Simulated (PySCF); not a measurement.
# Mn (manganese, neutral) across methods

[Ar] 3d4 4s2 4p1, one real determinant (an excited configuration). All numbers are calculated (PySCF 2.14, the spin-free X2C one-electron Hamiltonian (Gaussian nucleus), in aug-cc-pwCVTZ-DK with one added diffuse shell each of s, p, d, f, g type (11s10p8d5f4g, 152 functions)).

| method | E (hartree) | mean ε 4s α (eV) | mean ε 4s β (eV) | mean ε 4p α (eV) | Σ⟨r²⟩ (bohr²) | ⟨S²⟩ |
| --- | --- | --- | --- | --- | --- | --- |
| UHF | -1157.09981 | -10.743 | -8.199 | -5.464 | 50.11 | 8.841 |
| PBE | -1157.995 | -7.592 | -6.207 | -3.074 | 48.56 | 8.757 |
| r2SCAN | -1158.199 | -7.857 | -6.263 | -3.303 | 48.30 | 8.769 |
| LDA | -1155.795 | -7.768 | -6.410 | -3.068 | 48.24 | 8.756 |
| PBE0 | -1158.025 | -8.545 | -6.938 | -3.838 | 48.41 | 8.760 |

⟨L²⟩ = 8.23 against 12 for a pure F term, so this real determinant mixes terms. ⟨S²⟩ = 8.84 against 8.75 shows spin contamination.
